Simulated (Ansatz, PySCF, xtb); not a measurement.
Pulling on the C5–H7 bond in C2H5Ga (SMILES C=[CH][GaH2]) (multiplicity 1 held, fragments rigid). Energies count from the point at 1.087 Å.
Geometry at that point (charge 0, multiplicity 1):
```csv
atom,x (Å),y (Å),z (Å)
Ga,-0.0872,0.1010,0.7331
H,-0.7654,1.5190,0.7893
H,0.2279,-0.7070,2.0423
C,0.3454,-0.6089,-1.0414
C,0.0737,0.0855,-2.1491
H,0.8153,-1.5827,-1.1577
H,0.3034,-0.2854,-3.1448
H,-0.3946,1.0646,-2.1111
```

Restricted levels (R-, RO-) in cc, def2 and unpolarised 6-31G sets keep to the state of the molecule at rest. Unrestricted levels (U-) break spin symmetry where that is lower. Levels need not reach the same state.

Frozen-core correlation. Filled d and f shells under p-block atoms count as core. Rows in 3-21G carry no dispersion term and start afresh at each structure; the Pople sets are all-electron and without relativity.

Run with Ansatz (an electronic-structure program); PySCF for 3-21G rows; xtb for the GFN methods. Each number belongs to the level named beside it. The GFN methods have no spin term and hold the electronic entropy of 300 K.

```csv
level,energy at R = 3.479 Å (kJ/mol)
GFN2-xTB,507.0
R-HF/3-21G,838.5
R-HF/cc-pVTZ,780.0
U-HF/cc-pVTZ,371.8
R-PBE/cc-pVTZ,___
R-r2SCAN/cc-pVTZ,586.6
U-wB97X-V/cc-pVTZ,478.6
R-SCS-MP2/cc-pVTZ,581.6
U-CCSD/cc-pVTZ,471.8
```

Task: What belongs in the gaps?

Result: 
- R-PBE/cc-pVTZ, energy at R = 3.479 Å (kJ/mol): 552.1

Doubts at one or more of the structures used: a restricted determinant that unrestricted orbitals would lower (R-HF/3-21G, R-HF/cc-pVTZ, R-PBE/cc-pVTZ, R-r2SCAN/cc-pVTZ, R-SCS-MP2/cc-pVTZ); a spin-contaminated determinant (U-HF/cc-pVTZ, U-wB97X-V/cc-pVTZ, U-CCSD/cc-pVTZ).
